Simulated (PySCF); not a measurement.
BH3N, SMILES [NH]B, multiplicity 2.

Geometry: PBE-D3(BJ)/def2-TZVP. The isomer is the one that the SMILES or the coordinates give; other isomers of the formula were not compared.

Calculation: PBE/def2-TZVPD (PySCF).

The molecule is in vacuum.

Computed frontier levels, dipole moment and polarisability:
| Quantity | Result |
|---|---|
| α spin, highest occupied and lowest empty level | -6.33 and -0.85 eV |
| β spin, highest occupied and lowest empty level | -7.22 and -4.55 eV |
| dipole moment | 1.18 D |
| quadrupole, principal values (traceless, Buckingham form, about the centre of nuclear charge) | -1.97, -1.65, 3.62 D·Å |
| mean static polarisability | 28.4 bohr³ (4.21 Å³) |
| polarisability, principal values | 21.4, 25.8, 38.1 bohr³ |
| ⟨S²⟩ | 0.755 (pure state 0.75) |
